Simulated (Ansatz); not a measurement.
Ansatz (a quantum-chemistry and plane-wave program) input file for H₇Si₃, SMILES [SiH3][SiH][SiH3] (connectivity only; charge and spin as stated), charge +1, multiplicity 1, PBE/def2-SVPD. The structure is a stationary point at PBE0-D3(BJ)/def2-SVP. The multiplicity is an assumed one; other spin states were not compared. The isomer is the one that the SMILES or the coordinates give; other isomers of the formula were not compared.

Ansatz 0.2 input:
```yaml
crystal:
  periodic: [false, false, false]
  atoms:
    - {symbol: Si, position_ang: [2.10801030, 0.33438190, 0.35667447]}
    - {symbol: Si, position_ang: [0.05342174, -0.40924395, -0.54033585]}
    - {symbol: Si, position_ang: [-2.15807732, 0.05026861, 0.15061793]}
    - {symbol: H, position_ang: [2.54788702, -0.90455379, 1.06644555]}
    - {symbol: H, position_ang: [1.81027652, 1.46488031, 1.27127130]}
    - {symbol: H, position_ang: [2.96371175, 0.66943032, -0.81239686]}
    - {symbol: H, position_ang: [0.17023760, -1.31090831, -1.72651868]}
    - {symbol: H, position_ang: [-2.88239147, -1.24627814, 0.07403492]}
    - {symbol: H, position_ang: [-2.57227727, 1.01402773, -0.91311658]}
    - {symbol: H, position_ang: [-2.08441023, 0.65770986, 1.50288881]}
basis:
  gaussian:
    orbitals: def2-SVPD
hamiltonian:
  xc: {name: PBE}
total_charge: 1
```

Output:

```
WARN ansatz: RAYON_NUM_THREADS=1 ignored (pool sized by the plan → 1); use --threads N
Functional definition: PBE
integrals: 0.06 GiB planned
1132 factors; their error is unknown
mean field: 0.39 GiB planned
mean field evaluation 1: about -23716.1267 eV, gradient 2.0e1 eV
mean field evaluation 2: about -23716.4816 eV, gradient 1.8e1 eV
mean field evaluation 4: about -23717.9752 eV, gradient 1.1e0 eV
mean field evaluation 8: about -23717.9562 eV, gradient 1.1e-2 eV
mean field -23717.95616485 eV, -871.6188124503 hartree, gradient 4.1e-5 eV, S^2 0.000000; 0 other end points of the search recorded, 0 dependent functions left out
reference -23717.95621619 eV, -871.6188143369 hartree; 24, 24 occupied and 104, 104 virtual orbitals, 1132 factors
Total energy: -23717.95621619 eV, -871.6188143369 hartree
```

The calculation finished and met its thresholds.
